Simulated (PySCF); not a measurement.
States of one metal complex from SC-NEVPT2 in the d shell, PySCF, above the ground state:

| 2S+1 | degeneracy | energy / cm⁻¹ | f (electric dipole) |
| --- | --- | --- | --- |
| 6 | 1 | 0 | – |
| 4 | 3 | 21823 | – |
| 4 | 3 | 25962 | – |
| 4 | 2 | 27782 | – |
| 4 | 1 | 28123 | – |
| 4 | 3 | 30204 | – |
| 2 | 3 | 30309 | – |
| 4 | 2 | 33770 | – |
| 2 | 1 | 34646 | – |
| 4 | 3 | 35763 | – |
| 2 | 3 | 36158 | – |
| 2 | 3 | 37120 | – |

Problem. Which of these complexes, all computed at model or optimised geometries, gave the data?
A. Mn(NH2)2 (d5, linear)
B. [MnF5]3- (d5, trigonal bipyramidal)
C. [MnCl6]4- (d5, octahedral)
D. [FeBr4]- (d5, tetrahedral)

Solution. D. [FeBr4]- (d5, tetrahedral) has 6A1, then 4T1 at 21823, 4T2 at 25962 cm⁻¹ (NEVPT2). The others: [MnCl6]4- (d5, octahedral) has 6A1g, then 4T1g at 24393, 4T2g at 27191 cm⁻¹ (NEVPT2); [MnF5]3- (d5, trigonal bipyramidal) has 6A1', then 4E'' at 22273, 4E' at 26964 cm⁻¹ (NEVPT2); Mn(NH2)2 (d5, linear) has 6A1, then 4E at 23972, 4E at 24062 cm⁻¹ (NEVPT2).

On [FeBr4]-: Charge-transfer states lie outside this active space and may come lower than some of these levels. NEVPT2 on the d shell alone tends to put d–d bands too high for such charged or covalently bound ions.
